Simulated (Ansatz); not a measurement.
Total energies of Be₄Te₄ (the lowest singlet isomer of a short search) from Ansatz at PBE0-D4/def2-TZVP, gas phase (1 Eh = 27.2114 eV = 2625.5 kJ/mol). The reference geometry is relaxed at B3LYP-D4/def2-SVP.

```csv
atom,x (Å),y (Å),z (Å)
Be1,0.7654,-1.3303,-0.1741
Be2,-1.0555,-0.1556,1.1170
Be3,-0.7033,0.3666,-1.3255
Be4,0.9933,1.1193,0.3825
Te5,1.6611,0.2449,-1.7580
Te6,1.1069,-0.5770,2.0860
Te7,-1.2046,2.0937,0.2740
Te8,-1.5633,-1.7616,-0.6020
```

```json
{"state": "charge 0 singlet", "geometry": "reference", "energy (Eh)": "-1131.40143"}
{"state": "charge 1 doublet", "geometry": "reference", "energy (Eh)": "-1131.09855"}
{"state": "free Be atom (singlet)", "geometry": "–", "energy (Eh)": "-14.63549"}
{"state": "free Te atom (triplet)", "geometry": "–", "energy (Eh)": "-267.99464"}
```

In the def2 sets Te takes a core potential; there is no spin–orbit coupling.

Problem. Work out the vertical ionisation energy to the doublet.

Solution. E(charge 1 doublet) − E(charge 0 singlet) = -1131.09855 − (-1131.40143) = 0.30288 Eh = 8.24 eV. For comparison, −ε of the highest occupied level is 6.76 eV at this level, 1.48 eV less.

Problem. What is the binding energy per atom against free atoms?

Solution. Atoms: 4 × (-14.63549) + 4 × (-267.99464) = -1130.52052 Eh. Binding: -1130.52052 − (-1131.40143) = 0.88091 Eh = 23.97 eV, or 3.00 eV for each of 8 atoms (no zero-point energy, no counterpoise term).

The structure comes from a short search, and lower isomers may exist.
